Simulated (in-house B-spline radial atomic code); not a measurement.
Settings and results of a run for Be II (Be+). Method: Dirac-Kohn-Sham OLYP, spherical fractional occupations, Fermi nucleus of rms radius 2.519 fm. Calculated with an all-electron radial atomic-structure program (B-spline basis).

Command:
```bash
python run_scf.py task.json out
```
Settings (nuclear radius in fm, mass in u):
```
Z                4
configuration    [He] 2s1
hamiltonian      dirac
method           optx,lyp
spin_polarised   False
nucleus          fermi
rms_radius       2.519
atomic_mass      9.01218
speed_of_light   137.035999084
```

Output (hartree, bohr):
```
 radial grid: 71 intervals, B-splines of order 8, outer radius 23.5294 bohr

 iter        energy (Eh)    residual
    1         -14.047221    1.39e-01
    2         -14.315536    2.37e-02
    3         -14.322458    9.77e-03
    4         -14.323661    4.09e-03
    5         -14.323903    7.48e-04
    6         -14.323911    2.86e-05
    7         -14.323911    3.56e-06
    8         -14.323911    2.20e-07

 total energy                       -14.32391
 kinetic                              14.2767
 electron-nucleus                    -31.8787
 Hartree                               5.8217
 exchange-correlation                 -2.5437

 first-order corrections (not in the total)
   Gaunt                             0.0007
   retardation                      -0.0000
   frequency dependence              0.0000
   self-energy                       0.0004
   Uehling                          -0.0000
   Wichmann-Kroll                    0.0000
   recoil                            0.0009

 orbital      occ     eigenvalue          <r>       <r^2>       <1/r>     <1/r^3>     <1/r^2>       r_max    small
 1s1/2      2.000        -4.3407     0.418208    0.238289     3.67665           -     27.8114      0.2659  1.80e-04
 2s1/2      1.000        -0.4994      2.30256     6.26513    0.616373           -     1.58646       1.889  1.96e-05

 Slater integrals (Eh)
   F0(1s1/2,1s1/2)               2.262182
   F0(1s1/2,2s1/2)               0.550337
   G0(1s1/2,2s1/2)               0.039342
   F0(2s1/2,2s1/2)               0.393402
```

Time taken, with all properties: 0.3 s on 1 thread of Arm Neoverse V2, with other jobs on the host.

For the Dirac Hamiltonian the kinetic term is c α·p + (β - 1)c².
